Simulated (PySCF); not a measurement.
**MOCl₂ across group 4**

Level: PBE0, basis family def2-TZVP, scalar-relativistic core potentials from Rb on and no relativity for lighter atoms.

Each entry is the lowest minimum that a search over a few typed start shapes (and spin states, where more than one is plausible) found, or that minimum re-optimised at the stated level; isomers with ligand–ligand bonds, or fragments after loss of a ligand pair, can lie lower. Open shells are unrestricted; no spin–orbit coupling; PySCF with density fitting.

```tsv
molecule	2S+1	point group	mean bond to the central atom (Å)	atomisation (kJ/mol)	polar-tensor charge of the central atom	lowest ω (cm⁻¹)	highest ω (cm⁻¹)
TiOCl₂	1	C2v	2.007	1544	2.08	63	1117
ZrOCl₂	1	Cs	2.157	1707	2.24	61	995
HfOCl₂	?	?	?	?	?	?	?
```

**Question.** Fill in the row of HfOCl₂.

**Answer.** 2S+1: 1; point group: Cs; mean bond to the central atom (Å): 2.157; atomisation (kJ/mol): 1681; polar-tensor charge of the central atom: 2.17; lowest ω (cm⁻¹): 59; highest ω (cm⁻¹): 957.

Spin–orbit coupling can matter for HfOCl₂.

Left out of the table are members whose search was unfinished or whose lowest solution was spin-contaminated, unstable, very soft or bonded differently.
